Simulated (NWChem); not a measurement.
System: CdGeH4; SMILES [GeH3][CdH]

Here is an NWChem input.

```
start job
memory heap 200 mb stack 900 mb global 1100 mb
geometry units angstroms noautoz
  Cd     0.350908     0.958130    -0.003600
  H      0.466964     2.647903    -0.006435
  Ge     0.174388    -1.585707     0.000685
  H      0.600021    -2.209028    -1.348526
  H      1.066632    -2.237032     1.082240
  H     -1.266583    -2.075836     0.271781
end
basis spherical
  * library def2-tzvp
end
ecp
  Cd library def2-ecp
end
dft
  xc xcamb88 1.00 lyp 0.81 vwn_5 0.19 hfexch 1.00
  cam 0.33 cam_alpha 0.19 cam_beta 0.46
  iterations 150
  mulliken
end
task dft energy
```

Parts of the log:

```
             Northwest Computational Chemistry Package (NWChem) 7.3.0
             --------------------------------------------------------

 C3  symmetry detected

                             Geometry "geometry" -> ""
                             -------------------------

 Output coordinates in angstroms (scale by  1.889725989 to convert to a.u.)

  No.       Tag          Charge          X              Y              Z
 ---- ---------------- ---------- -------------- -------------- --------------
    1 Cd                  48.0000     0.00000000     0.00000000     1.06337893
    2 H                    1.0000    -0.00000000     0.00000000     2.75713465
    3 Ge                  32.0000     0.00000000     0.00000000    -1.48657878
    4 H                    1.0000    -0.24344856     1.40822160    -2.07626742
    5 H                    1.0000     1.34127996    -0.49327816    -2.07626742
    6 H                    1.0000    -1.09783140    -0.91494344    -2.07626742

 Effective nuclear repulsion energy (a.u.)     393.6497408050

      Symmetry information
      --------------------

 Group name             C3
 Group number              5
 Group order               3
 No. of unique centers     4

                                 NWChem DFT Module
                                 -----------------

 Summary of "ao basis" -> "ao basis" (spherical)
 ------------------------------------------------------------------------------
       Tag                 Description            Shells   Functions and Types
 ---------------- ------------------------------  ------  ---------------------
 Cd                        def2-tzvp                14       40   6s4p3d1f
 H                         def2-tzvp                 4        6   3s1p
 Ge                        def2-tzvp                16       48   6s5p4d1f

      Symmetry analysis of basis
      --------------------------

        a          44
        e+         34
        e-         34

  Rotation of axis

            General Information
            -------------------
          SCF calculation type: DFT
          Wavefunction type:  closed shell.
          No. of atoms     :     6
          No. of electrons :    56
           Alpha electrons :    28
            Beta electrons :    28
          Charge           :     0
          Spin multiplicity:     1
          Use of symmetry is: on ; symmetry adaption is: on
          Maximum number of iterations: 150
          AO basis - number of functions:   112
                     number of shells:    46
          Convergence on energy requested:  1.00D-06
          Convergence on density requested:  1.00D-05
          Convergence on gradient requested:  5.00D-04

              XC Information
              --------------
                     Hartree-Fock (Exact) Exchange  1.000
                   CAM-Becke88 Exchange Functional  1.000
                      VWN V Correlation Functional  0.190 local
              Lee-Yang-Parr Correlation Functional  0.810

           Range-Separation Parameters
           ---------------------------
           Alpha           :  0.19
           Beta            :  0.46
           Gamma           :  0.33
           Short-Range HF  :     F

             Grid Information
             ----------------
          Grid used for XC integration:  medium
          Radial quadrature: Mura-Knowles
          Angular quadrature: Lebedev.
          Tag              B.-S. Rad. Rad. Pts. Rad. Cut. Ang. Pts.
          ---              ---------- --------- --------- ---------
          Cd                  1.55      123          11.0       590
          H                   0.35       45          13.0       434
          Ge                  1.25      112          12.0       590
          Grid pruning is: on
          Number of quadrature shells:   325
          Spatial weights used:  Erf1

      Superposition of Atomic Density Guess
      -------------------------------------

 Sum of atomic energies:       -2269.22019548

      Non-variational initial energy
      ------------------------------

 Total energy =   -2244.634873
 1-e energy   =   -3565.556440
 2-e energy   =    1134.847074
 HOMO         =      -0.248831
 LUMO         =       0.033414

      Symmetry analysis of molecular orbitals - initial
      -------------------------------------------------

  Numbering of irreducible representations:

     1 a           2 e+          3 e-

  Orbital symmetries:

     1 a           2 a           3 e+          4 e+          5 a
     6 a           7 e+          8 e+          9 a          10 a
    11 a          12 e+         13 e+         14 e+         15 e+
    16 a          17 e+         18 e+         19 a          20 a
    21 e+         22 e+         23 e+         24 e+         25 a
    26 e+         27 e+         28 a          29 a          30 e+
    31 e+         32 a          33 e+         34 e+         35 a
    36 a          37 e+         38 e+

     ---------------------------------------------
      Total Density - Mulliken Population Analysis
     ---------------------------------------------

    Atom       Charge   Shell Charges
 -----------   ------   -------------------------------------------------------
    1 Cd  20    19.48   0.04 -0.43  1.60  0.79  0.77  0.44  5.18  0.81  0.24  0.08  5.92  3.27  0.76  0.00
    2 H    1     1.28   0.21  0.60  0.46  0.01
    3 Ge  32    32.13   2.00  2.00  1.17  0.79  0.83  0.68  5.98  4.43  1.57  1.36  1.23  8.90  1.11  0.02  0.06  0.01
    4 H    1     1.04   0.22  0.55  0.27  0.01
    5 H    1     1.04   0.22  0.55  0.27  0.01
    6 H    1     1.04   0.22  0.55  0.27  0.01

   convergence    iter        energy       DeltaE   RMS-Dens  Diis-err
 ---------------- ----- ----------------- --------- --------- ---------
 d= 0,ls=0.0,diis     1  -2247.2107333841 -2.43D+03  5.70D-03  4.82D-01
 d= 0,ls=0.0,diis     2  -2247.2408412862 -3.01D-02  1.17D-03  5.20D-02
 d= 0,ls=0.0,diis     3  -2247.2427009669 -1.86D-03  4.88D-04  2.03D-02
 d= 0,ls=0.0,diis     4  -2247.2434273311 -7.26D-04  1.36D-04  4.39D-04
 d= 0,ls=0.0,diis     5  -2247.2434645201 -3.72D-05  4.19D-05  3.15D-05
  Resetting Diis
 d= 0,ls=0.0,diis     6  -2247.2434674835 -2.96D-06  1.37D-05  1.47D-06
 d= 0,ls=0.0,diis     7  -2247.2434676623 -1.79D-07  1.90D-06  1.78D-08

         Total DFT energy =    -2247.243467662273
      One electron energy =    -3565.449841062883
           Coulomb energy =     1228.143709464257
    Exchange-Corr. energy =      -96.011829123498
 Nuclear repulsion energy =      186.074493059851

 Numeric. integr. density =       55.999978061111

                  Occupations of the irreducible representations
                  ----------------------------------------------

                     irrep           alpha         beta
                     --------     --------     --------
                     a                12.0         12.0
                     e+               16.0         16.0
                     e-                0.0          0.0

                       DFT Final Molecular Orbital Analysis
                       ------------------------------------

 Vector   26  Occ=2.000000D+00  E=-3.915944D-01  Symmetry=e+
              MO Center=  4.5D-01,  1.4D-01, -1.9D+00, r^2= 2.4D+00
   Bfn.  Coefficient  Atom+Function         Bfn.  Coefficient  Atom+Function
  ----- ------------  ---------------      ----- ------------  ---------------
    62      0.259044  3 Ge px               102      0.244975  5 H  s
    63     -0.210342  3 Ge py                96     -0.195060  4 H  s
    65      0.159984  3 Ge px               103      0.155548  5 H  s
   101      0.152222  5 H  s                 66     -0.129906  3 Ge py
    56     -0.127069  3 Ge px                97     -0.123854  4 H  s

 Vector   27  Occ=2.000000D+00  E=-3.903502D-01  Symmetry=a
              MO Center= -1.9D-12, -2.3D-12,  1.5D+00, r^2= 3.0D+00
   Bfn.  Coefficient  Atom+Function         Bfn.  Coefficient  Atom+Function
  ----- ------------  ---------------      ----- ------------  ---------------
     5      0.592564  1 Cd s                  3     -0.363163  1 Cd s
    42      0.210577  2 H  s                  2      0.203142  1 Cd s
     4     -0.170248  1 Cd s                 21     -0.164435  1 Cd d  0
     6      0.160877  1 Cd s                 43      0.158262  2 H  s
    41      0.125929  2 H  s                 64      0.119977  3 Ge pz

 Vector   28  Occ=2.000000D+00  E=-3.068801D-01  Symmetry=a
              MO Center= -4.3D-13, -5.7D-13,  1.2D-01, r^2= 4.8D+00
   Bfn.  Coefficient  Atom+Function         Bfn.  Coefficient  Atom+Function
  ----- ------------  ---------------      ----- ------------  ---------------
    64      0.324523  3 Ge pz                15     -0.251976  1 Cd pz
    67      0.230307  3 Ge pz                42     -0.210298  2 H  s
     9      0.190807  1 Cd pz                43     -0.180204  2 H  s
     5      0.164314  1 Cd s                 58     -0.152874  3 Ge pz
    52      0.140637  3 Ge s                 41     -0.112506  2 H  s

 Vector   29  Occ=0.000000D+00  E=-9.938486D-03  Symmetry=e+
              MO Center= -6.7D-03, -1.1D-02,  8.7D-01, r^2= 5.7D+00
   Bfn.  Coefficient  Atom+Function         Bfn.  Coefficient  Atom+Function
  ----- ------------  ---------------      ----- ------------  ---------------
    17      0.648509  1 Cd py                16     -0.382900  1 Cd px
    14      0.230723  1 Cd py                97     -0.203012  4 H  s
     8     -0.170300  1 Cd py               103      0.168118  5 H  s
    13     -0.136226  1 Cd px                66      0.103363  3 Ge py
     7      0.100550  1 Cd px                96     -0.067340  4 H  s

[...]
```

Level: CAM-B3LYP/def2-TZVP with def2 effective core potentials on Cd. Coordinates come from a PBE0/def2-SVP optimisation. def2 effective core potentials on Cd; no spin-orbit coupling.
